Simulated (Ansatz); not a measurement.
Compare A (`C=CSC[SiH3]`) with its isomer B (`CC[Si]SC`).

Isolated molecules relaxed with PBE0-D4/def2-TZVP in Ansatz; ΔE leaves out vibrations. CCSD(T)/CBS adds triple-zeta CCSD(T) − MP2 to the extrapolated MP2 energy (def2 sets, frozen cores). DFT in def2-TZVPP. B3LYP here is the variant with VWN-RPA as its local correlation; programs differ in this. Each species was taken in one conformer, which may not be the lowest.

**Question.** Which is lower in electronic energy at CCSD(T)/CBS, and by how much? (Best estimate.)

**Answer.** Computed: B, by 14.0 kcal/mol.

**Question.** Give E(B) − E(A) in kcal/mol with B3LYP, CCSD(T)/def2-TZVPP, r2SCAN-D4, CCSD/def2-TZVPP, B2PLYP, ωB97M-V, HF/def2-TZVPP. (Best estimate.)

**Answer.** Ansatz gave: B3LYP -13.1, CCSD(T)/def2-TZVPP -14.0, r2SCAN-D4 -13.2, CCSD/def2-TZVPP -13.9, B2PLYP -13.1, ωB97M-V -15.6, HF/def2-TZVPP -9.1. None reverses the order clearly.

Largest T1 diagnostic: 0.014.

In def2-TZVPP, CCSD(T) changes the Hartree–Fock value by −4.9 kcal/mol (the triples alone add −0.1 kcal/mol) and MP2 by −4.3 kcal/mol. The D4 term adds −0.7 kcal/mol with B3LYP and −0.4 kcal/mol with PBE0; it sums over pairs of atoms, weighted by their polarisabilities, and B3LYP, whose exchange is more repulsive, gets the larger term.
